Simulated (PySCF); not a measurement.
An unknown is described by computed data only.

Formula: C2H6BN.

| Quantity | Value |
| --- | --- |
| XPS | B1s 193.4, C1s 293.0, C1s 293.7, N1s 406.7 eV [ΔSCF SCAN, pcX-3 on the ionised atom, pcseg-2 elsewhere, spin-free X2C] |
| 13C NMR | chemical shifts (computed TMS as zero) by class: 161.1 (1 C), 27.4 (1 C) ppm [GIAO PBE0/pcSseg-2] |
| Dipole | 6.39 D [PBE0/pcSseg-2] |
| NMR, other nuclei | isotropic shieldings of nuclei other than C and H, by class: 157 (1 B), 107 (1 N) ppm [GIAO PBE0/pcSseg-2] |
| 1H NMR | chemical shifts (computed TMS as zero) by class: 3.22 (3 H), 1.09 (3 H) ppm [GIAO PBE0/pcSseg-2] |
| Rotational structure | rotational constants A, B, C: 69.311, 3.522, 3.521 GHz [PBE0-D3(BJ)/def2-TZVP] |

The electronic properties come from PySCF, for the isolated species, density fitting. Levels stand in brackets. Geometry: PBE0-D3(BJ)/def2-TZVP; no solvent, vibrations or thermal averaging. NMR classes are plain means over equivalent atoms (diastereotopic ones count apart unless rotation or inversion swaps them), as if these changed places fast.

**Question.** What is the compound? Reason from the data.

**Answer.** Numbering: `[BH3-:1][C:2]#[N+:3][CH3:4]`. 2 carbons fall into 2 classes; from least to most shielded: triply bonded carbon [C2] (161.1 ppm), N-methyl carbon [C4] (27.4 ppm). Hydrogen classes from least to most shielded: 3 H on an N-methyl carbon, C4 (3.22 ppm), 3 H on a four-coordinate boron, B1 (1.09 ppm). The other shieldings belong to: 157 ppm, four-coordinate boron [B1]; 107 ppm, nitrogen bonded to 2 C [N3]. The core levels belong to: B1s 193.4 eV, four-coordinate boron [B1]; C1s 293.0 eV, triply bonded carbon [C2]; C1s 293.7 eV, N-methyl carbon [C4]; N1s 406.7 eV, nitrogen bonded to 2 C [N3]. The optimised geometry has point group C3v and is a prolate symmetric top (the spread among constants that symmetry makes equal is optimisation noise). Structure: `C[N+]#C[BH3-]`. The assignments are read from this structure; whether some other isomer fits the data as well wasn't checked.
